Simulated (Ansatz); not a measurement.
`[NH2][GaH][SiH2]C=O` + `[AlH2][SiH3]` → `O=C[SiH2][SiH2][AlH2]` + `[NH2][GaH2]`  (formal exchange of groups at the Si–Ga bond)

Calculated with Ansatz (gas phase, PBE0-D4/def2-TZVP geometries, no zero-point term in ΔE). CBS: MP2 limit from def2 TZ/QZ plus the TZ coupled-cluster correction, frozen cores. This one scheme is used for every species. Functionals use def2-TZVPP. B3LYP here is the variant with VWN-RPA as its local correlation; programs differ in this. For Ga outer-core shells are correlated without core-valence functions, which leaves a few kJ/mol of doubt a bond. Scalar relativity is left out up to krypton. One conformer a species, not always the lowest.

```
             level  ΔE (kJ/mol)  difference from CCSD(T)/CBS
            PBE-D4          5.2                         -3.7
         r2SCAN-D4          4.5                         -4.4
           PBE0-D4          5.1                         -3.8
          B3LYP-D4          9.8                          0.9
           ωB97X-V          6.4                         -2.5
           ωB97M-V          7.9                         -1.0
            B2PLYP          9.8                          0.9
               PBE          6.1                         -2.8
            r2SCAN          4.8                         -4.1
              PBE0          5.9                         -3.0
             B3LYP         11.3                          2.4
     HF/def2-TZVPP         11.0                          2.1
    MP2/def2-TZVPP          7.7                         -1.2
SCS-MP2/def2-TZVPP          9.6                          0.7
   CCSD/def2-TZVPP          9.7                          0.8
CCSD(T)/def2-TZVPP          8.7                         -0.2
     HF/def2-QZVPP         10.2                          1.3
    MP2/def2-QZVPP          7.5                         -1.4
SCS-MP2/def2-QZVPP          9.0                          0.1
      HF/CBS(def2)         10.1                          1.2
     MP2/CBS(def2)          7.9                         -1.0
    CCSD/CBS(def2)          9.9                          1.0
       CCSD(T)/CBS          8.9                            0
```

Largest T1 diagnostic among the species: 0.016.
